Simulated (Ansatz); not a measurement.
Ligand-field states of MnF₂ at its PBE0-D4/def2-TZVP geometry (relaxed as a sextet).

```xyz
3

Mn    0.003    0.002   -0.002
F    -1.006    0.164   -1.472
F     1.003   -0.166    1.474
```

CASSCF(5,5) on the Mn 3d shell in def2-TZVP, averaged with equal weights over 1 sextet and 12 quartets and 9 doublets, then SC-NEVPT2; Ansatz, no spin–orbit coupling. The space holds no ligand orbitals and no second d shell, so covalent complexes are described poorly.

(1) Estimate the states' energies above the lowest.

Results:

(1) 
| state | CASSCF (cm⁻¹) | NEVPT2 (cm⁻¹) |
| --- | --- | --- |
| sextet 1 | 0 | 0 |
| quartet 1 | 25449 | 22292 |
| quartet 2 | 25461 | 22298 |
| quartet 3 | 27580 | 23817 |
| quartet 4 | 27580 | 23817 |
| quartet 5 | 29005 | 26022 |
| quartet 6 | 29005 | 26022 |
| quartet 7 | 29240 | 26242 |
| quartet 8 | 30088 | 25214 |
| quartet 9 | 30088 | 25214 |
| quartet 10 | 30123 | 27251 |
| quartet 11 | 30123 | 27251 |
| quartet 12 | 34740 | 30703 |
| doublet 1 | 40322 | 36695 |
| doublet 2 | 40322 | 36695 |
| doublet 3 | 41077 | 37232 |
| doublet 4 | 41140 | 37205 |
| doublet 5 | 41140 | 37205 |
| doublet 6 | 41208 | 37109 |
| doublet 7 | 41208 | 37109 |
| doublet 8 | 41652 | 37846 |
| doublet 9 | 41653 | 37849 |
The lowest NEVPT2 state is a sextet. Run time 6.5 s (4 threads of Arm Neoverse V2 on a shared host).
